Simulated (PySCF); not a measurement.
Level of theory: wB97X in PySCF with Co def2-TZVP, Cl def2-TZVP; no relativity; density-fitted integrals. Open shells, if any, are unrestricted.

What spin state, shape and geometry does isolated CoCl₂ take (every ligand bound to Co)?

Formally Co is in oxidation state +2, d7, with 3 unpaired electrons (the high-spin count). The Mulliken spin on Co is 2.70. The polar-tensor charge on Co, 1.19, is far below the formal one. The lowest minimum found is a quartet of D∞h symmetry with Co–Cl 2.082 Å (×2); Cl–Co–Cl 180.0°. Its harmonic wavenumbers are 81 (πu), 363 (σg+), 517 (σu+) cm⁻¹ and its dipole moment is 0.00 D.

This need not be the most stable arrangement of these atoms. Other spin states or occupations of the open shell can lie lower.
